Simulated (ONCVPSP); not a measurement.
# u(r) = r·R(r): atom against pseudo-atom (C)

Columns: radius, all-electron u(r) and pseudo u(r) of the 2p shell (level -5.29 eV) of carbon in the configuration [He] 2s2 2p2; PBE, scalar-relativistic, ONCV scheme, ONCVPSP 4.0.1.

```csv
r (bohr),all-electron,pseudo
0.152,0.0949,0.0284
0.305,0.2599,0.1092
0.458,0.4135,0.2290
0.610,0.5328,0.3673
0.762,0.6186,0.5043
0.915,0.6738,0.6228
1.068,0.7019,0.7092
1.220,0.7088,0.7579
1.372,0.7001,0.7710
1.525,0.6801,0.7548
1.678,0.6527,0.7181
1.830,0.6206,0.6705
1.982,0.5859,0.6193
2.135,0.5498,0.5693
2.288,0.5135,0.5233
2.440,0.4781,0.4822
2.592,0.4439,0.4452
2.745,0.4109,0.4112
2.898,0.3797,0.3797
3.050,0.3505,0.3505
3.202,0.3231,0.3231
3.355,0.2974,0.2974
3.508,0.2735,0.2735
3.660,0.2514,0.2514
3.812,0.2310,0.2310
3.965,0.2119,0.2119
```

**Question.** How many radial nodes do the two functions have?

**Answer.** The all-electron 2p function has n − l − 1 = 0; the pseudo-wave has 0.

**Question.** At about which radius was the pseudo-wave matched?

**Answer.** 3.05 bohr. The columns agree to 0.0005 from 2.75 bohr on; several derivatives are matched, so the curves merge somewhat inside the radius.

**Question.** Is the pseudo-wave norm-conserving?

**Answer.** Yes: the ONCV scheme keeps the norm inside the radius equal to the all-electron one, which fixes the energy derivative of the logarithmic derivative at the level.
